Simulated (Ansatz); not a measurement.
Relaxation of the cluster SiPt₃ with RKS PBE0-D4/def2-SVP.

```sh
$ ansatz run in.yaml --threads 2 --pin off --events-out ev --progress --plain --max-ram 4352MiB
```

```yaml
crystal:
  periodic: [false, false, false]
  atoms:
    - {symbol: Pt, position_ang: [0.057570, -0.466350, -0.010580]}
    - {symbol: Pt, position_ang: [-1.550390, 1.273310, -0.101000]}
    - {symbol: Pt, position_ang: [0.697160, 1.823710, 0.115680]}
    - {symbol: Si, position_ang: [0.795660, -2.630670, -0.004100]}
basis:
  gaussian: {orbitals: def2-SVP}
hamiltonian: {xc: pbe0, dispersion: d4}
scf: {lower_state_search: "off"}
output: {orbitals: {seedname: orbitals}}
relax: {f_tol: 0.02, max_steps: 100}
```

Hardware: 2 threads of Arm Neoverse V2 on a shared host. Wall time 66 s.

Positions (Å) and forces (eV/Å) at steps 1, 2, 3, 4, 5, 6, 7, 8, 9, 10, 11, 12, 13, 14 of 14:

```xyz
4
step=1 energy=-17610.8491 eV
Pt    0.058   -0.466   -0.011    1.143   -6.226   -0.082
Pt   -1.550    1.273   -0.101   -5.365    0.377   -0.466
Pt    0.697    1.824    0.116    4.915    2.937    0.528
Si    0.796   -2.631   -0.004   -0.693    2.912    0.020
4
step=2 energy=-17611.9081 eV
Pt   -0.015   -0.608   -0.022   -0.216    1.424    0.021
Pt   -1.714    1.283   -0.115    0.650   -0.166    0.053
Pt    0.894    1.832    0.134   -0.666   -0.870   -0.086
Si    0.836   -2.507    0.003    0.233   -0.388    0.011
4
step=3 energy=-17611.9806 eV
Pt   -0.036   -0.575   -0.023   -0.034   -0.195   -0.010
Pt   -1.687    1.296   -0.112   -0.159    0.111   -0.010
Pt    0.864    1.759    0.129    0.131    0.018    0.013
Si    0.859   -2.479    0.006    0.062    0.066    0.008
4
step=4 energy=-17612.0283 eV
Pt   -0.175   -0.630   -0.039   -0.602    0.284   -0.049
Pt   -1.716    1.392   -0.112    0.605   -0.085    0.051
Pt    0.906    1.624    0.130   -0.332    0.023   -0.028
Si    0.985   -2.386    0.021    0.329   -0.222    0.025
4
step=5 energy=-17612.1373 eV
Pt   -0.360   -0.694   -0.059   -0.089   -0.525   -0.020
Pt   -1.701    1.503   -0.107    1.117   -0.301    0.089
Pt    0.922    1.459    0.127   -0.656    0.061   -0.055
Si    1.139   -2.268    0.039   -0.373    0.765   -0.015
4
step=6 energy=-17612.3015 eV
Pt   -0.498   -0.767    0.066    0.316   -0.354   -0.123
Pt   -1.619    1.548   -0.174    0.616   -0.333    0.123
Pt    0.901    1.347    0.139   -0.305   -0.264   -0.091
Si    1.216   -2.128   -0.031   -0.626    0.950    0.091
4
step=7 energy=-17612.5362 eV
Pt   -0.610   -0.815    0.053    0.249   -0.290   -0.074
Pt   -1.556    1.547   -0.156   -0.051    0.022    0.038
Pt    0.915    1.207    0.116    0.200   -0.749   -0.053
Si    1.251   -1.939   -0.014   -0.398    1.018    0.090
4
step=8 energy=-17612.9306 eV
Pt   -0.696   -0.855    0.043   -0.199   -0.237   -0.055
Pt   -1.523    1.554   -0.142   -0.207    0.151    0.023
Pt    0.941    1.052    0.095    0.485   -1.342   -0.064
Si    1.278   -1.751    0.004   -0.079    1.428    0.096
4
step=9 energy=-17613.5456 eV
Pt   -0.775   -0.896    0.041   -0.551   -0.254   -0.041
Pt   -1.494    1.560   -0.130   -0.196    0.214    0.021
Pt    0.972    0.893    0.068    0.573   -1.518   -0.060
Si    1.298   -1.558    0.021    0.174    1.559    0.080
4
step=10 energy=-17613.7072 eV
Pt   -0.850   -0.929    0.035   -0.615   -0.367   -0.039
Pt   -1.485    1.572   -0.125    0.254   -0.020    0.051
Pt    1.014    0.721    0.060   -0.196    2.558   -0.026
Si    1.321   -1.365    0.030    0.557   -2.171    0.015
4
step=11 energy=-17613.8227 eV
Pt   -0.864   -0.962   -0.014    0.360    0.249    0.006
Pt   -1.462    1.562   -0.078   -0.121    0.134   -0.008
Pt    1.018    0.800    0.003   -0.275   -0.365    0.001
Si    1.309   -1.400    0.090    0.036   -0.018    0.000
4
step=12 energy=-17613.8307 eV
Pt   -0.854   -0.942   -0.011    0.138   -0.111    0.009
Pt   -1.458    1.558   -0.082   -0.322    0.346   -0.020
Pt    0.997    0.790    0.008    0.101   -0.152    0.009
Si    1.315   -1.406    0.085    0.084   -0.083    0.002
4
step=13 energy=-17613.8372 eV
Pt   -0.841   -0.941   -0.003   -0.094   -0.005   -0.006
Pt   -1.484    1.587   -0.091    0.130   -0.139    0.010
Pt    0.994    0.776    0.017    0.011    0.093   -0.004
Si    1.331   -1.423    0.076   -0.048    0.052    0.000
4
step=14 energy=-17613.8391 eV
Pt   -0.845   -0.942   -0.006   -0.005   -0.001    0.000
Pt   -1.476    1.578   -0.088    0.004   -0.004    0.000
Pt    0.996    0.781    0.014    0.001    0.005    0.000
Si    1.325   -1.417    0.079   -0.001    0.000    0.000
```

In the def2 sets Pt takes a core potential; there is no spin–orbit coupling. The restricted singlet is unstable towards broken spin symmetry in Hartree–Fock (as tested in another run); at PBE0-D4/def2-SVP this wasn't settled. Another isomer (singlet) lies 0.91 eV lower at PBE0-D4/def2-TZVP; other spin states weren't run for this one.
